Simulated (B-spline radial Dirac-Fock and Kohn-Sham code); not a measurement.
Model: Dirac-Fock (average of configuration) total-energy differences with a finite nucleus, the Breit interaction including its frequency dependence, and self-energy and vacuum-polarisation corrections. Program: a radial finite-basis atomic code. Two-hole levels are in intermediate coupling, intensities from independent-particle Coulomb rates.

Q: These computed lines form the K-LL Auger spectrum of a free neutral atom. Which element, and how are the lines assigned?

```
kinetic energy (eV)  relative intensity
            36621.1                  27
            37107.1                  38
            37146.4                   4
            37540.9                   6
            37933.3                  31
            38004.2                   7
            38409.6                 100
            39235.0                   6
            39279.5                  35
```

A: Ho ([Xe] 4f11 6s2). From low to high energy: K-L1L1 ¹S0, K-L1L2 ³P1, K-L1L2 ³P0, K-L2L2 ³P0, K-L1L3 ¹P1, K-L1L3 ³P2, K-L2L3 ¹D2, K-L3L3 ¹S0, K-L3L3 ³P2. The labels give the leading jj configuration and the leading LS term by weight; in heavy atoms the literature often keeps the label of the LS limit instead.
